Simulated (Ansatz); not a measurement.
Geometry optimisation, RKS PBE0-D4/def2-SVP in Ansatz 0.2.0.

The input (input.yaml):

```yaml
crystal:
  periodic: [false, false, false]
  atoms:
    - { symbol: Al, position_ang: [-0.581866, -0.103309, 0.224365] }
    - { symbol: H, position_ang: [1.35743, -1.001961, -1.622094] }
    - { symbol: O, position_ang: [0.382285, -1.449962, 0.734151] }
    - { symbol: O, position_ang: [-1.54434, -0.115474, -1.188837] }
    - { symbol: H, position_ang: [0.796142, 1.738879, 0.659231] }
    - { symbol: O, position_ang: [-1.172306, 1.021444, 1.524367] }
    - { symbol: H, position_ang: [1.372812, -0.315214, -1.78173] }
    - { symbol: O, position_ang: [1.008871, 1.061233, -0.004394] }
    - { symbol: H, position_ang: [0.180096, -1.940084, 1.533866] }
    - { symbol: H, position_ang: [-1.44509, -0.749694, -1.902251] }
    - { symbol: H, position_ang: [-2.077743, 1.332669, 1.447749] }
    - { symbol: H, position_ang: [1.72371, 0.521474, 0.375476] }
basis:
  gaussian: { orbitals: def2-SVP }
hamiltonian:
  xc: pbe0
  dispersion: d4
relax:
  f_tol: 0.03
  max_steps: 50
```

Launched with:

```bash
$ ansatz run input.yaml --threads 2 --pin off --max-ram 3072MiB --backend cpu --events-out ev --progress --plain --runs-dir out
```

Task: Where does it end, and by what steps?

Result: The forces met the threshold. After 19 steps the energy has fallen by 0.291 eV; H7 moved furthest, 1.67 Å.

| step | energy less start (eV) | largest force component (eV/Å) | accepted |
| --- | --- | --- | --- |
| 0 | 0.0000 | 2.312 | yes |
| 1 | -0.1676 | 0.699 | yes |
| 2 | -0.1959 | 0.752 | yes |
| 3 | -0.2139 | 0.230 | yes |
| 4 | -0.2244 | 0.196 | yes |
| 5 | -0.2186 | 0.238 | no |
| 6 | -0.2333 | 0.145 | yes |
| 7 | -0.2402 | 0.130 | yes |
| 8 | -0.2434 | 0.582 | yes |
| 9 | -0.2641 | 0.250 | yes |
| 10 | -0.2729 | 0.127 | yes |
| 11 | -0.2760 | 0.541 | yes |
| 12 | -0.2832 | 0.167 | yes |
| 13 | -0.2851 | 0.346 | yes |
| 14 | -0.2879 | 0.080 | yes |
| 15 | -0.2890 | 0.138 | yes |
| 16 | -0.2900 | 0.076 | yes |
| 17 | -0.2905 | 0.030 | yes |
| 18 | -0.2908 | 0.034 | yes |
| 19 | -0.2909 | 0.018 | yes |

```xyz
12
Properties=species:S:1:pos:R:3
Al -0.725 0.142 0.285
H 1.842 -1.564 -1.422
O 0.483 -1.098 0.424
O -1.882 0.135 -0.976
H 0.542 1.963 0.865
O -1.210 0.963 1.728
H 2.288 -1.693 -2.031
O 0.735 1.447 0.061
H 0.313 -2.008 0.669
H -1.764 -0.339 -1.800
H -2.124 1.166 1.931
H 1.502 0.887 0.267
```

Whether the end is a true minimum wasn't checked by a vibrational analysis.

Time of the run: 56 s on 2 threads of Arm Neoverse V1, on a shared host, peak memory 0.24 GiB.
